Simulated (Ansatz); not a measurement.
A nudged elastic band was laid between two geometries of C₂H₆BNS (11 atoms, charge 0, multiplicity 1).

Level of theory: Ansatz, RKS PBE-D4/6-31G*.

* movable images: 7
* climbing image: yes
* spring: 5.0 eV/Å²
* optimiser: quadratic models (default)
* start path: through a guess of the saddle point
* force threshold: 0.05 eV/Å
* iteration limit: 60
* end points: relaxed

First end point:

```xyz
11
Properties=species:S:1:pos:R:3
B -0.202 1.388 0.924
S -1.640 0.395 1.656
C -0.250 -0.347 0.793
C -0.287 -0.502 -0.592
N 0.616 -1.186 -1.325
H 0.760 1.668 1.601
H -0.461 2.061 -0.048
H 0.529 -0.858 1.373
H -1.108 -0.044 -1.152
H 0.667 -1.054 -2.332
H 1.443 -1.578 -0.878
```

Last end point:

```xyz
11
Properties=species:S:1:pos:R:3
B -0.281 1.311 0.788
S -1.648 -0.014 1.061
C 0.112 -0.363 0.897
C 0.621 -0.750 -0.354
N -0.143 -0.886 -1.439
H 0.131 1.907 1.753
H -0.245 1.814 -0.310
H 0.708 -0.587 1.787
H 1.693 -0.946 -0.479
H 0.255 -0.897 -2.375
H -1.137 -0.647 -1.309
```

(1) What changes between the two ends?

(2) What energy profile does the band end with?

(3) What is the geometry of the highest image?

## Answers

(1) No bond is made or broken. The dihedral S2–C3–C4–N5 goes from -171 to -1°.

(2) It converged. The highest image is number 5 of 0 to 8, 21.4 kcal/mol above the first end and 25.3 kcal/mol above the last; the last end lies 3.9 kcal/mol below the first. The profile has 2 maxima (images 2, 5) with wells between them (image 3): this band takes more than one step, which may be the mechanism or a detour left from its start path. A vibrational analysis at the climbing image gives one clearly imaginary mode, 448i cm⁻¹: a first-order saddle point.

```csv
image,path coordinate (Å),energy (kcal/mol),dihedral S2–C3–C4–N5 (°)
0,0.00,0.0,-171
1,0.88,1.5,-149
2,1.76,3.5,-125
3,2.64,2.8,-113
4,3.52,9.8,-93
5,4.40,21.4,-57
6,5.22,10.4,-30
7,6.03,-0.3,-12
8,6.85,-3.9,-1
```

(3) 
```xyz
11
Properties=species:S:1:pos:R:3
B -0.362 1.424 1.057
S -1.522 -0.212 1.082
C 0.276 0.000 0.710
C 0.480 -0.283 -0.702
N 0.151 -1.403 -1.318
H -0.138 1.877 2.155
H -0.602 2.170 0.131
H 0.995 -0.482 1.393
H 0.939 0.472 -1.361
H 0.229 -1.514 -2.329
H -0.382 -2.106 -0.797
```

Time of the run: 2.6 min on 1 thread of Intel(R) Xeon(R) 6975P-C (Granite Rapids), with other jobs on the host, peak memory 0.27 GiB.
